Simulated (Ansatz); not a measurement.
Mulliken charges of ClGeH5OSi, SMILES `[SiH3][O][GeH2][Cl]` from B3LYP/def2-TZVPP in Ansatz (PBE0-D4/def2-TZVP geometry).

| atom | x (Å) | y (Å) | z (Å) | charge (e) |
| --- | --- | --- | --- | --- |
| Si1 | 0.044 | 1.540 | 0.196 | 0.430 |
| O2 | -0.751 | 0.118 | -0.015 | -0.469 |
| Ge3 | -0.258 | -1.544 | -0.299 | 0.526 |
| Cl4 | 1.458 | -1.944 | 0.934 | -0.300 |
| H5 | 0.574 | 1.649 | 1.579 | -0.070 |
| H6 | 1.177 | 1.653 | -0.763 | -0.075 |
| H7 | -0.929 | 2.631 | -0.053 | -0.071 |
| H8 | -1.406 | -2.441 | 0.162 | 0.019 |
| H9 | 0.179 | -1.708 | -1.758 | 0.010 |

Q: By hand: the dipole of these point charges (1 e Å = 4.8032 D).

A: Σ q r = (-0.289, -0.112, -0.410) e Å, of length 0.514 e Å = 2.47 D.

Q: How does the dipole of the full density compare? (Best estimate.)

A: The calculation gave: (-0.177, -0.106, -0.234) e Å, 1.50 D; the point charges give 1.65 times that, at 8° from its direction.

Point charges leave out the atoms' own dipoles, such as those of lone pairs, and Mulliken's split depends on the basis, so the two needn't agree.

B3LYP here is the variant with VWN-RPA as its local correlation; programs differ in this.
